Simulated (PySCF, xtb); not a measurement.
In(F)(Me)(NH2) (CH5FInN), SMILES [NH2][In]([CH3])[F].

xtb with GFN2-xTB at its own geometry gives an orbital gap of 2.89 eV and a dipole moment of 4.48 D.

Geometry: B3LYP-D3(BJ)/def2-SVP. The structure was generated by enumeration; whether it is a known compound was not checked. The def2 effective core potentials stand for the cores of In; spin–orbit coupling is left out. The values are those of a single conformer.

What does ωB97X/def2-TZVP (PySCF) give? (The exact figures need the calculation; the answer reports its results.)

gap 10.58 eV (levels -9.76 and 0.82 eV), dipole 3.72 D.
